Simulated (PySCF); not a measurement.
Compound: C4H10O2Si2.
SMILES: `CCO[SiH2]C#C[SiH2]O`

Jobs on this species (18 atoms, 78 electrons) with PySCF (density fitting). Hardware of each: x86-64 server, one thread, no GPU (shared host). The host was shared with other jobs, so the times are rough.

```json
{"level and settings": "CAM-B3LYP/def2-SVPD, IEF-PCM methanol", "work": "6 singlets by full TDDFT, polarisability", "basis functions": "254", "SCF cycles": "?", "wall time": "?"}
{"level and settings": "CAM-B3LYP/def2-SVPD", "work": "6 singlets by full TDDFT, polarisability, dynamic polarisability", "basis functions": "254", "SCF cycles": "14", "wall time": "58 s"}
{"level and settings": "CAM-B3LYP/def2-SVPD, IEF-PCM chloroform", "work": "6 singlets by full TDDFT, polarisability", "basis functions": "254", "SCF cycles": "13", "wall time": "47 s"}
{"level and settings": "PBE0/pcSseg-1, IEF-PCM chloroform", "work": "shieldings, charges and field gradients", "basis functions": "200", "SCF cycles": "14", "wall time": "27 s"}
{"level and settings": "PBE0-D3(BJ)/def2-SVP, grid level 1", "work": "geometry optimisation from a GFN2-xTB start", "basis functions": "170", "SCF cycles": "43", "wall time": "59 s"}
{"level and settings": "PBE0/pcSseg-1, IEF-PCM methanol", "work": "shieldings", "basis functions": "200", "SCF cycles": "14", "wall time": "27 s"}
```

Q: Fill in the missing figures.

A: 
- CAM-B3LYP/def2-SVPD, IEF-PCM methanol; 6 singlets by full TDDFT, polarisability: 47 s, 13 SCF cycles

Q: What do all jobs in the table cost together?

A: About 4.4 min; the longest takes about 22 % of that, and about 2.2 times as long as the shortest.
